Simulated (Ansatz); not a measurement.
```yaml
crystal:
  periodic: [false, false, false]
  atoms:
    - {symbol: O, position_ang: [-1.989807, -0.898574, -0.539497]}
    - {symbol: Si, position_ang: [-0.766159, -0.216742, 0.447257]}
    - {symbol: O, position_ang: [0.433925, -1.531873, 0.743993]}
    - {symbol: O, position_ang: [-1.512529, 0.373511, 1.745882]}
    - {symbol: O, position_ang: [0.022194, 1.008632, -0.240125]}
    - {symbol: Ge, position_ang: [1.625373, 0.754132, -1.228588]}
    - {symbol: H, position_ang: [-2.648258, -0.481972, -0.428651]}
    - {symbol: H, position_ang: [-0.265125, -2.484193, 1.052686]}
    - {symbol: H, position_ang: [-1.113352, 0.867235, 2.310679]}
    - {symbol: H, position_ang: [1.749279, 2.223570, -1.717916]}
    - {symbol: H, position_ang: [1.571137, -0.354071, -2.156663]}
    - {symbol: H, position_ang: [2.959625, 0.696315, -0.133692]}
basis:
  gaussian: {orbitals: def2-SVP}
hamiltonian: {xc: {name: PBE0}, dispersion: d4}
relax: {f_tol: 0.0001, max_steps: 1}
```

```sh
$ ansatz run in.yaml --threads 4 --pin off --events-out ev --progress --plain --max-ram 11315MiB
```

Question: How does Ansatz answer? (Best estimate.)

Answer: Computed: The run did not converge.
```
Functional definition: PBE0
1386 factors; integrals over basis functions are off by at most 4.0e-4 eV
mean field evaluation 1: about -72635.2595 eV, gradient 8.8e1 eV
mean field evaluation 2: about -72618.0990 eV, gradient 1.3e2 eV
mean field evaluation 4: about -72648.3090 eV, gradient 5.2e0 eV
mean field evaluation 8: about -72648.3678 eV, gradient 5.4e-2 eV
mean field -72648.36780209 eV, -2669.7782738946 hartree, gradient 2.8e-5 eV, S^2 0.000000; 0 other end points of the search recorded, 0 dependent functions left out
reference -72648.36783395 eV, -2669.7782750655 hartree; 42, 42 occupied and 94, 94 virtual orbitals, 1386 factors
relax step   1: F+E_penalty+E_count = -72648.61559042 eV  Δ(F+E_penalty+E_count) = +0.000e0 eV  max|allowed force component| = 1.639e1 eV/Å  Δτ_max = 0.0000 Å  (26 SCF iters, accepted)
Error: geometry relaxation did not converge after 1 steps: max|allowed force component| = 1.64e1 eV/Å (threshold 1.0e-4). Raise `relax.max_steps` over both its present limit and 1, loosen `relax.f_tol`, or start from a geometry closer to equilibrium. Where this run's directory can be resumed (`checkpoint.write`), a resume goes on for up to `relax.max_steps` more
```
